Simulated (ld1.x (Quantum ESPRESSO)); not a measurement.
## What one change does to a pseudopotential (scandium, RRKJ)

| Quantity | Value |
| --- | --- |
| Element | scandium (Sc) |
| Generator | ld1.x (Quantum ESPRESSO) 7.5 |
| Type | norm-conserving RRKJ (Kleinman–Bylander form) |
| Functional | PW91 |
| Relativity | fully relativistic |
| Frozen core | [Ar] |
| Valence charge | 3 |
| Reference configuration | 3d1 4s1.75 4p0 (charge +0.25) |
| Partial waves | 4p (bound, empty): rc 3.70 bohr; 3d (bound): rc 2.10 bohr; 4s (bound): rc 2.30 bohr |
| Local potential | the s channel |
| Core correction | none |
| rho0 | 0.02 |

Open shells are filled in proportion to 2j + 1 (rel_dist='average').

Change: all radii scaled by about 0.93 (s 2.14, p 3.44, d 1.96 bohr).

Cutoffs: the cutoffs (Ry, on a coarse ladder) from which the occupation-weighted sum of valence levels, in a spherical-Bessel basis at the reference potential, stays within 10 and 1 mRy of its value at 400 Ry; they do not see the model core or the augmentation charge, which bear on the density cutoff. Errors are all-electron minus pseudo energies relative to the spin-unpolarised reference configuration.

Question: Predict the effect on cutoff, ghosts and configuration errors.

Answer: The potential gets harder (35 Ry and 40 Ry → 40 Ry and 45 Ry); of the 7 tests that both files solve, the error grows in 4 and shrinks in 0 by more than 15 % and 0.3 meV (median size 19.6 → 27.0 meV); neither file shows a bound ghost at the reference potential, the only one tested. A smaller radius makes the pseudo-wave follow the all-electron one further in, where it bends more sharply, so more plane waves are needed. That the errors move this way runs against the usual rule that smaller radii transfer better.

```csv
quantity,base,changed
"cutoff, loose",35 Ry,40 Ry
"cutoff, tight",40 Ry,45 Ry
loose cutoff by channel (10 mRy a level),"d 35 Ry, s 8 Ry","d 40 Ry, s 12 Ry"
bound ghosts,none,none
"error for 3d1 4s2 4p0, meV [ΔE -1.22 eV]",-0.1,0.0
"error for 3d1 4s1 4p0, meV [ΔE 5.72 eV]",+0.6,+2.7
"error for 3d1 4s0 4p0, meV [ΔE 18.50 eV]",+204,+209
"error for 3d0 4s2 4p1, meV [ΔE 2.29 eV]",+571,+690
"error for 3d1.5 4s1.5 4p0, meV [ΔE -0.55 eV]",+20,+27
"error for 3d1 4s0 4p1, meV [ΔE 9.15 eV]",+11,+15
"error for 3d2 4s0 4p0, meV [ΔE 6.35 eV]",+147,+162
```

Base: These tests converged, but a pseudo level misses the all-electron one widely, so the file describes the atom poorly there or has found another state: 3d0 4s2 4p1: empty 3d by 2.3 eV. Changed file: These tests converged, but a pseudo level misses the all-electron one widely, so the file describes the atom poorly there or has found another state: 3d0 4s2 4p1: empty 3d by 2.5 eV.
